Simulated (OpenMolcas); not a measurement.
**Ions of charge +3 along the 4d row with 6 fluoride ligands in octahedral coordination**

```
Program             : OpenMolcas
Method              : CASSCF
Spin-orbit coupling : RASSI with atomic mean-field integrals over the reference wave functions
```

The d shell is active. Anionic complexes are neutralised by point charges behind the ligands. Distances were set from a Shannon-type radius of the metal (high-spin where two are listed) plus a fixed donor radius (F 1.31 Å). Ligand basis ANO-RCC-VDZP, DKH2 Hamiltonian. States (labels of O, the rotations of Oh). Energies in cm-1 above the lowest state or level, χT in cm3 K/mol; under a threefold ground state the first gap can be a small split of the lowest multiplet, not the spin-orbit step; 10Dq and B are least-squares fits to the states below 45000 cm-1, weighted by degeneracy, with a free offset, and given where the rms deviation is under 5 % of |10Dq| (or 100 cm-1) and under 700 cm-1. Spin-only χT is S(S+1) / 2 for the spin of the ground state.

| Ion | Shell | R (Å) | Metal basis | Outer charge (e at Å behind ligand) | Ground state | First state of that spin | 10Dq | B (rms of fit) | First gap with spin-orbit (degeneracies) | χT at 300 K | First state of another spin | Spin-only χT |
| --- | --- | --- | --- | --- | --- | --- | --- | --- | --- | --- | --- | --- |
| Nb3+ | 4d2 | 2.03 | ANO-RCC-VTZP | 0.5 at 3.2 | 3T1 | 3T2 25564 | 26026 | 669 (480) | 20.8 (2, 3) | 0.466 | 1E 10161 | 1.000 |
| Mo3+ | 4d3 | 2 | ANO-RCC-VTZP | 0.5 at 2.8 | 4A2 | 4T2 26071 | 25890 | 741 (79) | 14719 (4, 4) | 1.774 | 2E 14784 | 1.875 |
| Ru3+ | 4d5 | 1.99 | ANO-RCC-VDZP | 0.5 at 2.6 | 2T2 | 2T1 18089 | 21934 | 790 (235) | 2034 (2, 4) | 0.664 | 6A1 1677 | 0.375 |
| Rh3+ | 4d6 | 1.98 | ANO-RCC-VTZP | 0.5 at 2.4 | 1A1 | 1T1 18214 | 20621 | 816 (214) | 10153 (1, 2) | 0.045 | 3T1 11093 | 0.000 |
| Pd3+ | 4d7 | 2.07 | ANO-RCC-VTZP | 0.5 at 3.2 | 4T1 | 4T2 14008 | 16000 | 833 (326) | 296.3 (2, 4) | 2.581 | 2E 809.0 | 1.875 |
| Ag3+ | 4d8 | 2.06 | ANO-RCC-VDZP | 0.5 at 2.6 | 3A2 | 3T2 16212 | 15942 | 905 (106) | 11627 (3, 2) | 1.309 | 1E 12311 | 1.000 |

The rows also differ in their metal basis and outer charges, so part of each step comes from that.

Among the 6 ions with a close fit, |10Dq| is smallest for Ag3+ (15942 cm-1) and largest for Nb3+ (26026 cm-1). The error differs from ion to ion, so this order need not be the real one.

B goes from 669 cm-1 (Nb3+) to 905 cm-1 (Ag3+).

Below the highest spin of the shell: Ru3+, Rh3+. χT departs most from the spin-only value for Pd3+, by +0.706 cm3 K/mol.

Without dynamic correlation the repulsion within the d shell is too large (B by tens of per cent), so at a given field states of lower spin stand too high. With metal d orbitals alone the field can be off either way by tens of per cent. Ligand-to-metal charge-transfer states are missing. With no ligand orbital active B as a rule stays too high, so bands that hang on it stand too high and its fall with covalency is understated. An orbital triplet at a regular site is open to Jahn-Teller coupling, which can distort the site and quench the lowest spin-orbit gaps and is left out (holds for Nb3+; Ru3+; Pd3+). The least metal-like active orbital is 83 % on the metal (Löwdin) and no ligand orbital is active, so the numbers are rough (holds for Nb3+; Mo3+; Pd3+). This shell can be high or low spin here, a state of another spin lies low, and with metal d orbitals alone active their balance is uncertain, so the ground spin may be wrong, although the usual error favours high spin (holds for Ru3+; Rh3+). The least metal-like active orbital is 82 % on the metal (Löwdin) and no ligand orbital is active, so the numbers are rough (holds for Ru3+). The least metal-like active orbital is 81 % on the metal (Löwdin) and no ligand orbital is active, so the numbers are rough (holds for Rh3+). This shell can be high or low spin here, a state of another spin lies low, and with metal d orbitals alone active their balance is uncertain, so the ground spin may be wrong (holds for Pd3+). Real 4d8 and 5d8 ions are as a rule square planar and diamagnetic (holds for Ag3+). The least metal-like active orbital is 75 % on the metal (Löwdin) and no ligand orbital is active, so the numbers are rough (holds for Ag3+). No measured value stands beside these numbers; the geometry was imposed, not optimised, and the real ion may take another.
